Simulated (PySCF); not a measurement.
H4PSi, SMILES [SiH2]P, multiplicity 2.

Geometry: PBE0-D3(BJ)/def2-TZVP. The isomer is the one that the SMILES or the coordinates give; other isomers of the formula were not compared.

These are TDA-PBE/def2-TZVPD in PySCF values and carry that method's errors.

Vertical excitations. 

| state | energy (eV) | λ (nm) | f | main pairs |
|---|---|---|---|---|
| root 1 | 3.59 | 345 | 0.035 | β HOMO→LUMO 90 % |
| root 2 | 4.17 | 297 | 0.027 | α HOMO→LUMO 86 % |
| root 3 | 4.18 | 296 | 0.001 | α HOMO→LUMO+1 99 % |
| root 4 | 4.30 | 288 | 0.061 | α HOMO→LUMO+2 84 % |
| root 5 | 4.68 | 265 | 0.011 | β HOMO−1→LUMO 92 % |
| root 6 | 4.81 | 258 | 0.008 | α HOMO→LUMO+3 16 %, β HOMO−2→LUMO 83 % |
| root 7 | 4.95 | 251 | 0.014 | α HOMO→LUMO+3 82 %, β HOMO−2→LUMO 16 % |
| root 8 | 5.23 | 237 | 0.047 | α HOMO→LUMO+4 92 % |
| root 9 | 5.72 | 217 | 0.044 | α HOMO→LUMO+5 94 % |
| root 10 | 5.92 | 210 | 0.000 | α HOMO−1→LUMO+1 28 %, β HOMO→LUMO+1 64 % |
Unrestricted roots are not spin-pure.
